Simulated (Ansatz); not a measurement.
Relaxation of the cluster Cs2F with UKS PBE0-D4/def2-TZVP.

```sh
$ ansatz run in.yaml --threads 4 --pin off --events-out ev --progress --plain --max-ram 3916MiB
```

```yaml
crystal:
  periodic: [false, false, false]
  atoms:
    - {symbol: Cs, position_ang: [1.553271, -0.964082, 1.462726]}
    - {symbol: Cs, position_ang: [-0.970242, 1.370245, -1.631762]}
    - {symbol: F, position_ang: [-0.583029, -0.406163, 0.169036]}
basis:
  gaussian: {orbitals: def2-TZVP}
magnetization: {spin_polarized: true, initial_magnetization: 3}
hamiltonian: {xc: pbe0, dispersion: d4}
scf: {omitted_lower_state_checks: [starts]}
output: {orbitals: {seedname: orbitals}}
relax: {f_tol: 0.02, max_steps: 100}
```

It took 2.4 min on 4 threads of AMD EPYC 7571 on a shared host.

Positions (Å) and forces (eV/Å) at steps 1, 2, 3, 4, 5, 6, 7, 10, 13 of 13:

```xyz
3
step=1 energy=-3807.6512 eV
Cs    1.553   -0.964    1.463    0.673   -0.289    0.513
Cs   -0.970    1.370   -1.632   -0.262    0.575   -0.632
F    -0.583   -0.406    0.169   -0.411   -0.286    0.119
3
step=2 energy=-3807.9238 eV
Cs    1.676   -1.049    1.587    0.386   -0.145    0.276
Cs   -1.058    1.480   -1.766   -0.125    0.327   -0.351
F    -0.618   -0.431    0.179   -0.261   -0.182    0.076
3
step=3 energy=-3808.1796 eV
Cs    1.825   -1.110    1.697    0.362   -0.109    0.233
Cs   -1.112    1.607   -1.904   -0.084    0.303   -0.314
F    -0.713   -0.497    0.207   -0.278   -0.194    0.081
3
step=4 energy=-3808.2645 eV
Cs    1.896   -1.144    1.755    0.247   -0.073    0.158
Cs   -1.144    1.668   -1.973   -0.056    0.207   -0.213
F    -0.752   -0.524    0.218   -0.191   -0.133    0.056
3
step=5 energy=-3808.3536 eV
Cs    2.017   -1.183    1.835    0.145   -0.044    0.093
Cs   -1.175    1.770   -2.079   -0.034    0.122   -0.126
F    -0.842   -0.587    0.244   -0.111   -0.078    0.032
3
step=6 energy=-3808.4898 eV
Cs    2.190   -1.216    1.929    0.342   -0.139    0.254
Cs   -1.192    1.912   -2.218   -0.124    0.292   -0.317
F    -0.998   -0.695    0.289   -0.219   -0.152    0.063
3
step=7 energy=-3808.5932 eV
Cs    2.332   -1.285    2.044    0.030    0.018   -0.006
Cs   -1.256    2.034   -2.356    0.027    0.021   -0.010
F    -1.076   -0.750    0.312   -0.056   -0.039    0.016
3
step=10 energy=-3808.6325 eV
Cs    2.435   -1.018    1.832    0.021   -0.005    0.012
Cs   -0.913    2.079   -2.274   -0.003    0.017   -0.017
F    -1.522   -1.061    0.441   -0.018   -0.012    0.005
3
step=13 energy=-3808.6348 eV
Cs    2.495   -0.969    1.808    0.003   -0.002    0.003
Cs   -0.844    2.120   -2.287   -0.002    0.003   -0.003
F    -1.652   -1.151    0.479   -0.001    0.000    0.000
```

In the def2 sets Cs takes a core potential; there is no spin–orbit coupling. In the quartet geometry the species has come apart into loosely held pieces. At PBE0-D4/def2-TZVP a doublet of charge 0 lies 5.77 eV below the quartet, each at its own geometry. The structure comes from a short search, and lower isomers may exist.
